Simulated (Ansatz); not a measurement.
Born–Oppenheimer molecular dynamics of BClF₂ (4 atoms, charge 0, multiplicity 1). It goes on from the last frame of an earlier run, with new velocities.

The calculation used Ansatz, RKS r2SCAN-D4/def2-SVP.

```json
{
 "ensemble": "NVE (velocity Verlet)",
 "time step": "1 fs",
 "steps asked": "100",
 "starting velocities drawn for": "300 K",
 "seed": "675512"
}
```

First frame:

```xyz
4
Properties=species:S:1:pos:R:3
B 0.076 0.024 -0.064
Cl -0.013 -0.004 1.812
F 1.117 -0.004 -0.747
F -1.135 -0.002 -0.531
```

Question: How far do the bonds stretch over the last three quarters of this one trajectory? (Pairs bonded in most of those frames.)

Answer: 
| bond | mean (Å) | spread (Å) | shortest | longest |
| --- | --- | --- | --- | --- |
| B1–Cl2 | 1.763 | 0.063 | 1.66 | 1.86 |
| B1–F3 | 1.317 | 0.040 | 1.24 | 1.40 |
| B1–F4 | 1.329 | 0.067 | 1.22 | 1.43 |

Mean temperature of the second half: 835 K. The conserved energy stayed within 1 meV per atom of its start (net change -0.32 meV per atom), so the integration is sound. The kinetic energy rose, since the run started high on the potential surface and went downhill. A run of 0.1 ps of so small a system gives no equilibrium averages.

Time of the run: 3.1 min on 1 thread of AMD EPYC 7R43 64-Core Processor (Zen 3), on a shared host, peak memory 0.12 GiB.
